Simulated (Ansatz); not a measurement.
Stepwise reaction of `F[SiH2]Cl` with ammonia, as a gas-phase model of exchange steps in deposition or etching. ΔE in kJ/mol; ΔG adds harmonic PBE0-D4 terms to CCSD(T)/CBS, at 1 bar.

Program: Ansatz. Geometries: PBE0-D4/def2-TZVP. ΔE: electronic, gas phase. CCSD(T)/CBS adds triple-zeta CCSD(T) − MP2 to the extrapolated MP2 energy (def2 sets, frozen cores). This one scheme is used for every species. Functionals use def2-TZVPP. B3LYP here is the variant with VWN-RPA as its local correlation; programs differ in this. Each species was taken in one conformer, which may not be the lowest.

```csv
step,reaction,PBE-D4,B3LYP-D4,ωB97M-V,CCSD(T)/CBS,ΔG(500 K)
1,`F[SiH2]Cl` + NH₃ → `N[SiH](F)Cl` + H₂,-52.7,-55.2,-57.1,-54.7,-56.8
2,`N[SiH](F)Cl` + NH₃ → `N[Si](N)(F)Cl` + H₂,-54.3,-57.9,-58.7,-57.3,-52.8
```

Problem. By hand: ΔE of the 2 steps together at CCSD(T)/CBS.

Solution. (-54.7) + (-57.3) = -112.0 kJ/mol, or -56.0 kJ/mol a step.

In ΔE the steps differ by no more than 2.6 kJ/mol. All are downhill at CCSD(T)/CBS. ΔG lies between -56.8 and -52.8 kJ/mol a step. PBE-D4 differs from CCSD(T)/CBS by 2.0 to 3.0 kJ/mol a step. Isolated molecules leave out the surface, adducts and barriers. Largest T1 diagnostic: 0.010.
